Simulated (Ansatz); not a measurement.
iodoethane (C2H5I), singlet, at a GFN2-xTB geometry (core potentials on I); B3LYP/def2-SV(P) run with Ansatz (a program for electronic structure).

Input for Ansatz:
Ansatz 0.2 input:
```yaml
crystal:
  periodic: [false, false, false]
  atoms:
    - {symbol: C, position_ang: [-2.41282299, -0.33439221, -0.19734937]}
    - {symbol: C, position_ang: [-1.09297230, -1.03502268, -0.42130964]}
    - {symbol: I, position_ang: [0.58937418, 0.22523880, 0.10213485]}
    - {symbol: H, position_ang: [-2.53635536, -0.05580000, 0.84720779]}
    - {symbol: H, position_ang: [-3.22617604, -1.00502504, -0.47345954]}
    - {symbol: H, position_ang: [-2.48722794, 0.56497300, -0.80528000]}
    - {symbol: H, position_ang: [-1.00085071, -1.92477394, 0.19601841]}
    - {symbol: H, position_ang: [-0.95144947, -1.30054098, -1.46567976]}
basis:
  gaussian:
    orbitals: def2-SV_P_.json
hamiltonian:
  xc: b3lyp
```
The basis file holds def2-SV(P) in the JSON format of the Basis Set Exchange.

It wrote (shortened):

```
Functional definition: B3LYP
786 factors; integrals over basis functions are off by at most 7.7e-4 eV
mean field evaluation 1: about -10251.2271 eV, gradient 4.8e1 eV
mean field evaluation 2: about -10245.1072 eV, gradient 6.6e1 eV
mean field evaluation 4: about -10257.1399 eV, gradient 3.4e0 eV
mean field evaluation 8: about -10257.3073 eV, gradient 1.1e-1 eV
mean field evaluation 16: about -10257.3073 eV, gradient 5.7e-5 eV
mean field -10257.30734772 eV, -376.9490923759 hartree, gradient 5.7e-5 eV, S^2 0.000000; 0 other end points of the search recorded, 0 dependent functions left out
reference -10257.30757304 eV, -376.9491006565 hartree; 21, 21 occupied and 43, 43 virtual orbitals, 786 factors
Total energy: -10257.30757304 eV, -376.9491006565 hartree
```
